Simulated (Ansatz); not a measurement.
One change: `[F][Ti]([F])([F])[F]` becomes `[F][Ti]([F])([F])[Br]`.

Ansatz, PBE0-D4/def2-TZVP geometries, multiplicity 1. 

Scalar relativity is left out up to krypton.

```tsv
property	`[F][Ti]([F])([F])[F]`
HOMO–LUMO gap (PBE/def2-TZVPP) / eV	6.42
HOMO energy (B3LYP/def2-TZVPP) / eV	-12.22
size of the dipole moment (PBE/def2-TZVPP) / D	0.00
zero-point energy (PBE0-D4/def2-TZVP) / kJ/mol	25.2
HOMO energy (PBE0/def2-TZVPP) / eV	-12.52
LUMO energy (ωB97M-V/def2-TZVPP) / eV	-0.70
```

Problem. What does the change do to each property? (Best estimate.)

Solution. Ansatz gave: 
```json
{"property": "HOMO–LUMO gap (PBE/def2-TZVPP) / eV", "`[F][Ti]([F])([F])[Br]`": "3.89", "shift": "-2.53"}
{"property": "HOMO energy (B3LYP/def2-TZVPP) / eV", "`[F][Ti]([F])([F])[Br]`": "-9.19", "shift": "3.03"}
{"property": "size of the dipole moment (PBE/def2-TZVPP) / D", "`[F][Ti]([F])([F])[Br]`": "0.26", "shift": "0.26"}
{"property": "zero-point energy (PBE0-D4/def2-TZVP) / kJ/mol", "`[F][Ti]([F])([F])[Br]`": "21.7", "shift": "-3.5"}
{"property": "HOMO energy (PBE0/def2-TZVPP) / eV", "`[F][Ti]([F])([F])[Br]`": "-9.44", "shift": "3.08"}
{"property": "LUMO energy (ωB97M-V/def2-TZVPP) / eV", "`[F][Ti]([F])([F])[Br]`": "-1.11", "shift": "-0.41"}
```

With PBE0 the HOMO rises by 3.08 eV and the LUMO falls by 0.27 eV, so the gap narrows by about 3.35 eV. PBE moves the HOMO by 2.31 eV and ωB97M-V by 3.40 eV.

B3LYP here is the variant with VWN-RPA as its local correlation; programs differ in this.

Spin–orbit coupling is left out; it splits and shifts lone-pair levels of the heavy atoms by tenths of an eV.
